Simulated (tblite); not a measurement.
Isomers of C7H14FNSi. Computed values, GFN2-xTB/tblite, gas phase, harmonic and unscaled. Against measured fundamentals such values can be off by several per cent, at times by over 20. Modes of hydrogen on silicon can be 10 to 20 % off. One conformer each.

Electronic energies: GFN2-xTB at the same geometries; isomer energies are rough at this level and their order can be wrong.

```
                       SMILES  electronic energy, lowest = 0 (kcal/mol)
       CCC(/C=N\C)=C/[SiH2]CF                                      80.0
F[SiH2]N[C@@H]1CC[C@@H]1C1CC1                                       0.0
 CC#C[Si@@H](F)[C@@H](C)N(C)C                                      45.8
```

**Question.** How do GFN2-xTB zero-point energies change the relative energies?

**Answer.** 
```tsv
SMILES	ZPE (kcal/mol)	of it from modes above 1550 cm⁻¹	electronic (kcal/mol)	with ZPE, lowest = 0 (kcal/mol)	lowest mode (cm⁻¹)	rings
F[SiH2]N[C@@H]1CC[C@@H]1C1CC1	123.4	59.0	0.0	0.0	37	2
CC#C[Si@@H](F)[C@@H](C)N(C)C	121.5	62.0	45.8	43.8	24	0
CCC(/C=N\C)=C/[SiH2]CF	119.7	62.5	80.0	76.2	2i	0
```

The zero-point energies span 3.7 kcal/mol, from `CCC(/C=N\C)=C/[SiH2]CF` to `F[SiH2]N[C@@H]1CC[C@@H]1C1CC1`. Slightly imaginary modes are left out of the zero-point energy: `CCC(/C=N\C)=C/[SiH2]CF` 2.0i cm⁻¹. The order is unchanged.
